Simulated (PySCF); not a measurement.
Cl2H4N2Sn, SMILES [NH2][Sn]([NH2])([Cl])[Cl].

Coordinates come from a r2SCAN-D4/def2-SVP optimisation. The structure was generated by enumeration; whether it is a known compound was not checked. The def2 effective core potentials stand for the cores of Sn; spin–orbit coupling is left out. Other conformers were not sampled.

Calculation: PBE/def2-TZVP in PySCF.

Symmetry labels are those of the subgroup C2 that the program uses (full group C2).

Computed valence orbital energies around the gap with their symmetry:
| orbital | symmetry | energy (eV) |
|---|---|---|
| HOMO−7 | A | -9.71 |
| HOMO−6 | B | -9.18 |
| HOMO−5 | B | -7.90 |
| HOMO−4 | A | -7.87 |
| HOMO−3 | A | -7.72 |
| HOMO−2 | B | -7.58 |
| HOMO−1 | B | -6.88 |
| HOMO | A | -6.80 |
| LUMO | A | -2.85 |
| LUMO+1 | B | -0.48 |
| LUMO+2 | A | -0.43 |
| LUMO+3 | B | -0.19 |
